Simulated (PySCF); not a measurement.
**Substituent chemical shifts**

Parent skeleton `[CH2:1]=[C:2]1[CH2:3][CH:4]1[O:5][SiH2:6][F:7]`; one hydrogen on atom 3 is replaced by X. Hydrogens on one atom are averaged.

Non-relativistic Hamiltonian, isolated molecule, single conformer. GFN2-xTB geometry; shieldings: GIAO PBE0/pcSseg-1; PySCF 2.14.

Referencing at the same level of theory: 13C (186.93 ppm), 29Si (349.16 ppm), 1H (31.72 ppm) vs TMS; 17O (336.08 ppm) against H2O; CFCl3 for 19F (170.95 ppm).

Known members:
```json
{"X": "CHF2", "C1": "119.7", "C2": "139.9", "C3": "30.4", "C4": "53.8", "O5": "66.7", "Si6": "-28.7", "F7": "-160.4", "H(C1)": "6.34", "H(C3)": "2.12"}
{"X": "cPr", "C1": "116.8", "C2": "143.4", "C3": "29.8", "C4": "55.8", "O5": "80.9", "Si6": "-29.1", "F7": "-165.8", "H(C1)": "6.07", "H(C3)": "2.01"}
```

Four more derivatives gave (δ, ppm):
| compound | C1 | C2 | C3 | C4 | O5 | Si6 | F7 | H(C1) | H(C3) |
| --- | --- | --- | --- | --- | --- | --- | --- | --- | --- |
| 1 | 123.1 | 143.5 | 66.0 | 57.4 | 75.8 | -32.1 | -161.8 | 6.42 | 3.71 |
| 2 | 116.1 | 144.2 | 29.4 | 55.7 | 55.2 | -24.1 | -180.6 | 6.17 | 2.60 |
| 3 | 113.1 | 149.5 | 23.5 | 53.0 | 70.7 | -28.2 | -163.7 | 6.02 | 1.68 |
| 4 | 118.7 | 148.2 | 58.0 | 57.6 | 77.4 | -26.6 | -167.9 | 6.32 | 4.02 |

Question: Their substituents are CH2SiH3, COOH, OCH3, OH. Which is which?

Answer: 1: X = OCH3 (C=C1[C@@H](OC)[C@@H]1O[SiH2]F); 2: X = COOH (C=C1[C@@H](C(=O)O)[C@@H]1O[SiH2]F); 3: X = CH2SiH3 (C=C1[C@@H](C[SiH3])[C@H]1O[SiH2]F); 4: X = OH (C=C1[C@@H](O)[C@@H]1O[SiH2]F).

Unscaled 19F shifts against computed CFCl3 carry errors that often reach 10 to 50 ppm. Experimental scales use liquid or dissolved standards, which lie at an offset from isolated H2O (liquid H2O: subtract about 36 ppm).
